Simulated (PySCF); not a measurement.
Coordinates in bohr (charge 0 multiplicity 4):
```
Re    0.0000    0.0000   -0.2429
Cl    4.1188    0.0000    0.6493
Cl   -4.1188    0.0000    0.6493
```

Method: UPBE0/[Re def2-SVP with ECP60, Cl def2-SVP], scalar-relativistic core potentials, density fitting, no spin–orbit coupling, PySCF.

This geometry of ReCl2 is a stationary point at this level.

(1) What is the point group?

(2) Is it a minimum?

(3) List the harmonic modes with their infrared intensities.

(4) What is the atomisation energy, with and without zero-point energy?

Answers

(1) C2v.

(2) Yes: all harmonic wavenumbers are real, though the softest, 56 cm⁻¹, leaves little margin.

(3) 
| symmetry | ω (cm⁻¹) | IR (km/mol) |
| --- | --- | --- |
| a1 | 56 | 0.5 |
| a1 | 401 | 3.7 |
| b2 | 416 | 90.7 |

(4) 657 kJ/mol without, 652 kJ/mol with.

Only a few start shapes were tried, so a lower isomer may exist. With open d or f shells other occupations or spin states may lie lower. At this level a sextet minimum of D∞h symmetry lies 93 kJ/mol below this structure. No spin–orbit coupling is included, which matters more the heavier the element.
